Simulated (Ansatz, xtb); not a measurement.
**Relative energy of two structures of Cl3FMoO**

Structure a is a singlet given by its coordinates and structure b is a singlet given by its coordinates. Both are isolated molecules in the gas phase, relaxed with PBE0-D4/def2-SVP.

a (Å):

```yaml
atoms:
  - { symbol: Cl, position_ang: [-0.3856, 3.0901, 2.0646] }
  - { symbol: Cl, position_ang: [0.2771, 2.2663, -0.9984] }
  - { symbol: Cl, position_ang: [-2.4168, 0.7643, 1.0818] }
  - { symbol: F, position_ang: [1.0109, 0.6492, 2.1113] }
  - { symbol: Mo, position_ang: [-0.2158, 1.0720, 0.8276] }
  - { symbol: O, position_ang: [0.0309, -0.3977, 0.0858] }
```

Close contacts (Å): Cl1–Mo5 2.37, Cl2–Mo5 2.24, Cl3–Mo5 2.24, F4–Mo5 1.83, Mo5–O6 1.66.

b (Å):

```yaml
atoms:
  - { symbol: Cl, position_ang: [-0.4704, -2.1115, 0.3243] }
  - { symbol: Cl, position_ang: [1.1701, 0.5444, -1.9773] }
  - { symbol: Cl, position_ang: [-0.1119, 1.5535, 1.5410] }
  - { symbol: F, position_ang: [1.7772, -0.3870, 0.6484] }
  - { symbol: Mo, position_ang: [0.0695, 0.0260, -0.0922] }
  - { symbol: O, position_ang: [-1.4236, 0.3870, -0.7399] }
```

Close contacts (Å): Cl1–Mo5 2.24, Cl2–Mo5 2.24, Cl3–Mo5 2.24, F4–Mo5 1.91, Mo5–O6 1.67.

Energies in hartree; the thermal terms are from GFN2-xTB frequencies at re-optimised GFN2-xTB minima (ideal gas, soft modes damped towards free rotors, one conformer each, 298.15 K, 1 atm) and include the zero-point energy:

```
                               a            b
E, CCSD(T)/def2-SVP  −1621.059207  −1621.066762
    E, MP2/def2-SVP  −1621.058341  −1621.065392
  E, MP2/def2-TZVPP  −1622.235080  −1622.241168
  zero-point energy      0.008208      0.008488
       H(298 K) − E      0.017735      0.017922
       G(298 K) − E     −0.027101     −0.025675
```

Task: Correct the CCSD(T) difference for the basis set by the MP2 change, then work out ΔE, ΔE₀, ΔH and ΔG for a → b in kcal/mol (1 Eh = 627.51 kcal/mol) and the equilibrium ratio [b]/[a].

Result: 1. Differences b − a: CCSD(T) −0.007555, MP2 in the small set −0.007051, MP2 in the large set −0.006088 Eh.
2. ΔE = −0.007555 + (−0.006088 − (−0.007051)) = −0.006592 Eh = −4.14 kcal/mol.
3. ΔE₀ = ΔE + ΔZPE = −0.006592 + (+0.000280) Eh = −3.96 kcal/mol.
4. ΔH = ΔE + (+0.000187) Eh = −4.02 kcal/mol.
5. ΔG = ΔE + (+0.001426) Eh = −3.24 kcal/mol, so ΔS = (ΔH − ΔG)/T = −10.9 J/(mol K).
6. kT = 0.9442 mEh, so K = [b]/[a] = exp(−ΔG/kT) = exp(+5.47) ≈ 240.

Structure b is favoured at this temperature. An error of 1 kcal/mol in ΔG would change K by a factor of 5.4. Large T1 diagnostics make the coupled-cluster value less sure. Mirror images and further conformers aren't counted.

Other levels gave ΔE = −1.9 (PBE0-D4/def2-SVP); −3.6 (HF/def2-SVP); −4.4 (MP2/def2-SVP); −4.7 (CCSD(T)/def2-SVP) kcal/mol. The correlated steps freeze 17 core orbitals. Atoms past krypton carry core potentials in the def2 sets, without spin–orbit terms. Programs: Ansatz 0.2.0, xtb 6.7.1.
